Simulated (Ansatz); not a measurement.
Consider the ligand exchange at the Si–O bond: `[SiH3]O[SiH2]S` + `CO[SiH](O)O` → `CO[SiH](O)O[SiH3]` + `O[SiH2]S`.

Gas-phase electronic energies from Ansatz, PBE0-D4/def2-TZVP geometries. CCSD(T)/CBS adds triple-zeta CCSD(T) − MP2 to the extrapolated MP2 energy (def2 sets, frozen cores). DFT in def2-TZVPP. One conformer a species, not always the lowest.

```json
{"level": "PBE-D4", "ΔE (kcal/mol)": "-0.1", "difference from CCSD(T)/CBS": "0.0"}
{"level": "r2SCAN-D4", "ΔE (kcal/mol)": "-0.3", "difference from CCSD(T)/CBS": "-0.2"}
{"level": "PBE0-D4", "ΔE (kcal/mol)": "-0.1", "difference from CCSD(T)/CBS": "0.0"}
{"level": "ωB97X-V", "ΔE (kcal/mol)": "-0.1", "difference from CCSD(T)/CBS": "0.0"}
{"level": "ωB97M-V", "ΔE (kcal/mol)": "-0.1", "difference from CCSD(T)/CBS": "0.0"}
{"level": "B2PLYP", "ΔE (kcal/mol)": "-0.2", "difference from CCSD(T)/CBS": "-0.1"}
{"level": "PBE", "ΔE (kcal/mol)": "-0.2", "difference from CCSD(T)/CBS": "-0.1"}
{"level": "r2SCAN", "ΔE (kcal/mol)": "-0.2", "difference from CCSD(T)/CBS": "-0.1"}
{"level": "HF/def2-TZVPP", "ΔE (kcal/mol)": "-0.5", "difference from CCSD(T)/CBS": "-0.4"}
{"level": "MP2/def2-TZVPP", "ΔE (kcal/mol)": "0.0", "difference from CCSD(T)/CBS": "0.1"}
{"level": "SCS-MP2/def2-TZVPP", "ΔE (kcal/mol)": "-0.1", "difference from CCSD(T)/CBS": "0.0"}
{"level": "CCSD/def2-TZVPP", "ΔE (kcal/mol)": "-0.1", "difference from CCSD(T)/CBS": "0.0"}
{"level": "MP2/def2-QZVPP", "ΔE (kcal/mol)": "0.0", "difference from CCSD(T)/CBS": "0.1"}
{"level": "SCS-MP2/def2-QZVPP", "ΔE (kcal/mol)": "-0.1", "difference from CCSD(T)/CBS": "0.0"}
{"level": "MP2/CBS(def2)", "ΔE (kcal/mol)": "0.0", "difference from CCSD(T)/CBS": "0.1"}
{"level": "CCSD/CBS(def2)", "ΔE (kcal/mol)": "-0.2", "difference from CCSD(T)/CBS": "-0.1"}
{"level": "CCSD(T)/CBS", "ΔE (kcal/mol)": "-0.1", "difference from CCSD(T)/CBS": "0"}
```

Largest T1 diagnostic among the species: 0.011.
